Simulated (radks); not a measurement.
The numbers below are computed, except where a source is named.
Task: Sb+, configuration [Kr] 4d10 5s2 5p2 (the NIST ground configuration). Level of theory: scalar-relativistic Kohn-Sham, r2SCAN, spin-polarised, spherical densities, finite nucleus; open shells are filled with parallel spins first (spin-orbit coupling, left out, can overturn this in heavy ions); meta-GGA in the generalised Kohn-Sham scheme; Fermi nuclear charge, rms radius 4.6802 fm (a radial shooting solver on a logarithmic mesh with Libxc functionals). Some entries of the table are withheld. Estimate them.

orbital  occ.  eigenvalue (Ry)  <1/r> (bohr^-1)  <r^2> (bohr^2)
1s up       1        -2232.039            54.32        0.001094
1s down     1        -2232.033            54.32        0.001094
2s up       1        -341.3585            12.43         0.01772
2s down     1        -341.3584            12.43         0.01772
2p up       3        -306.2962            11.91         0.01401
2p down     3        -306.2929            11.91         0.01402
3s up       1        -67.90036            4.437          0.1244
3s down     1        -67.89753            4.437          0.1244
3p up       3        -56.39034            4.216          0.1250
3p down     3        -56.38644            4.216          0.1250
3d up       5        -38.85879            3.976          0.1106
3d down     5        -38.85485            3.976          0.1106
4s up       1        -11.85008            1.750          0.7094
4s down     1        -11.84067            1.749          0.7100
4p up       3         -8.31124            1.595             (1)
4p down     3         -8.30330            1.594             (2)
4d up       5         -3.15471            1.292           1.257
4d down     5         -3.13908            1.297           1.236
5s up       1         -1.60838           0.5887           5.398
5s down     1         -1.45416           0.6027           5.228
5p up       2         -0.95108           0.4804           7.903
5p down     0         -0.76994           0.4961           7.425

Result: 
(1) 4p up <r^2> (bohr^2): 0.8308
(2) 4p down <r^2> (bohr^2): 0.8304
